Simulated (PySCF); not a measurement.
SnH3Br, SMILES [Br][SnH3]. The structure is a stationary point at B3LYP-D3(BJ)/def2-TZVP. The def2 effective core potentials stand for the cores of Sn; spin–orbit coupling is left out.

Task: Give the equilibrium geometry at B3LYP-D3(BJ)/def2-TZVP (PySCF confirms it by a frequency run) as a Z-matrix, and its point group. (The exact figures need the calculation; the answer reports its results.)

Result: point group C3v.
```
Sn
H 1 1.7046
H 1 1.7046 2 112.38
H 1 1.7046 2 112.38 3 127.95
Br 1 2.5082 2 106.37 4 116.02
```
